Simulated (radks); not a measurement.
The numbers below are computed, except where a source is named.
Polarisability of the indium ion In2+, [Kr] 4d10 5s1, at imaginary frequency. Level of theory: scalar-relativistic Kohn-Sham, exchange-only LDA, spin-polarised, spherical densities, finite nucleus; open shells are filled with parallel spins first (spin-orbit coupling, left out, can overturn this in heavy ions); Fermi nuclear charge, rms radius 4.6156 fm (a radial shooting solver on a logarithmic mesh with Libxc functionals). Response by self-consistent Sternheimer equations with the Hartree and adiabatic exchange-only LDA kernel, the relativistic mass of each level held fixed and spin-orbit coupling left out.

w (hartree),alpha1(iw) (bohr^3),alpha2(iw) (bohr^5)
0.00266,13.32,45.86
0.0143,13.30,45.83
0.0360,13.18,45.70
0.0697,12.80,45.28
0.118,11.96,44.23
0.186,10.53,42.07
0.280,8.659,38.17
0.413,6.745,32.19
0.605,5.094,24.65
0.892,3.751,16.97
1.35,2.627,10.56
2.12,1.651,5.915
3.59,0.8455,2.834
6.94,0.3106,1.000
17.5,0.06977,0.1882

Static values: alpha1 = 13.32 bohr^3 (1.974 angstrom^3; uncoupled 20.96), alpha2 = 45.86 bohr^5, alpha3 = 353.0 bohr^7. C6 = 64.81, C8 = 1313, triple-dipole C9 = 553.2 atomic units. One-pole (London) frequency 4 C6 / (3 alpha1^2) = 0.487 hartree, against 0.865 for minus the highest occupied eigenvalue.
